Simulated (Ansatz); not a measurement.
Geometry optimisation, RKS BLYP/def2-SVP (Ansatz 0.2.0).

Input file:

```yaml
crystal:
  periodic: [false, false, false]
  atoms:
    - { symbol: Al, position_ang: [0.104369, 0.386758, -0.426381] }
    - { symbol: O, position_ang: [-0.085015, 0.029212, 2.508537] }
    - { symbol: H, position_ang: [-1.04854, -0.049693, 2.669829] }
    - { symbol: O, position_ang: [1.653706, -0.12005, -0.943299] }
    - { symbol: H, position_ang: [1.835985, -0.949036, -1.41639] }
    - { symbol: H, position_ang: [-1.277679, -0.267203, -0.826103] }
    - { symbol: F, position_ang: [0.068053, 1.88354, 0.363358] }
    - { symbol: H, position_ang: [0.020021, 0.99307, 2.286349] }
basis:
  gaussian: { orbitals: def2-SVP }
hamiltonian:
  xc: blyp
relax:
  f_tol: 0.03
  max_steps: 50
output:
  orbitals: {}
```

Run as:

```bash
$ ansatz run input.yaml --threads 1 --pin off --max-ram 2048MiB --backend cpu --events-out ev --progress --plain --runs-dir out
```

**Question.** Where does it end, and by what steps?

**Answer.** The forces met the threshold. After 8 steps the energy has fallen by 0.545 eV; O2 moved furthest, 0.59 Å. Joined: Al1–O2 (2.96 → 2.04 Å).

```csv
step,energy less start (eV),largest force component (eV/Å),accepted
0,0.0000,0.608,yes
1,-0.1268,0.959,yes
2,-0.3161,1.133,yes
3,-0.4893,0.482,yes
4,-0.5230,0.518,yes
5,-0.5409,0.176,yes
6,-0.5436,0.117,yes
7,-0.5447,0.041,yes
8,-0.5451,0.021,yes
```

```xyz
8
Properties=species:S:1:pos:R:3
Al 0.061 0.399 -0.082
O 0.006 0.059 1.930
H -0.868 -0.268 2.230
O 1.588 -0.163 -0.651
H 1.710 -0.949 -1.204
H -1.331 -0.244 -0.519
F 0.060 2.063 0.318
H 0.046 1.010 2.194
```

Whether the end is a true minimum wasn't checked by a vibrational analysis.

Time of the run: 20 s on 1 thread of Arm Neoverse V2, with other jobs on the host, peak memory 0.14 GiB.
